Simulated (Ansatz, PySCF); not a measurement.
Process, species as SMILES: CN (CH5N) -> C[NH-] + H+
Structures are relaxed separately at B3LYP-D3(BJ)/def2-TZVP in Ansatz (a first-principles code).

Quantity: gas-phase deprotonation energy (0 K, with B3LYP-D3(BJ) harmonic zero-point energies from PySCF), in eV. Valence correlation only, unless marked. No spin-orbit coupling. Non-relativistic. Anions need diffuse functions: aug- sets have them; def2-D sets add few; the other sets have none. Basis-set limits of correlation are two-point, X^-3; Hartree-Fock from the larger set. [CCSD(T)-MP2]/basis is that difference in the basis named.

```
level                                                                 program  gas-phase deprotonation energy (eV)
-------------------------------------------------------------  --------------  -----------------------------------
PBE0-D3(BJ)/def2-TZVP                                          Ansatz + dftd3                                    …
BHLYP-D3(BJ)/def2-TZVPD                                        Ansatz + dftd3                                    …
SCS-MP2/def2-TZVPP                                                     Ansatz                                17.77
SCS-MP2/def2-TZVPPD                                                    Ansatz                                17.50
CCSD/def2-TZVPPD                                                       Ansatz                                    …
RI-MP2/CBS(aug-cc-pVTZ,aug-cc-pVQZ)+[CCSD(T)-MP2]/aug-cc-pVTZ          Ansatz                                17.39
```

Q: Complete the blanks.

A: 
- PBE0-D3(BJ)/def2-TZVP, gas-phase deprotonation energy (eV): 17.68
- BHLYP-D3(BJ)/def2-TZVPD, gas-phase deprotonation energy (eV): 17.63
- CCSD/def2-TZVPPD, gas-phase deprotonation energy (eV): 17.59
